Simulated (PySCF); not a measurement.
Radial density of C (carbon, neutral)

UHF, [He] 2s2 2p2, high-spin 3P determinant. Computed with PySCF 2.14 in pcseg-2 (4s3p2d1f, 30 functions), with no relativity, point nucleus.

```csv
r (bohr),4πr²ρ (e/bohr),4πr²(ρα − ρβ)
0.00529,0.04242,0.0001
0.00890,0.1154,0.0002
0.0150,0.3024,0.0005
0.0252,0.7579,0.0013
0.0424,1.743,0.0031
0.0713,3.497,0.0069
0.120,5.566,0.0163
0.202,6.092,0.0495
0.339,3.725,0.1783
0.571,1.596,0.5436
0.960,2.159,1.0362
1.61,2.023,0.9464
2.72,0.5968,0.3118
4.57,0.03718,0.0223
7.68,0.0002190,0.0002
```
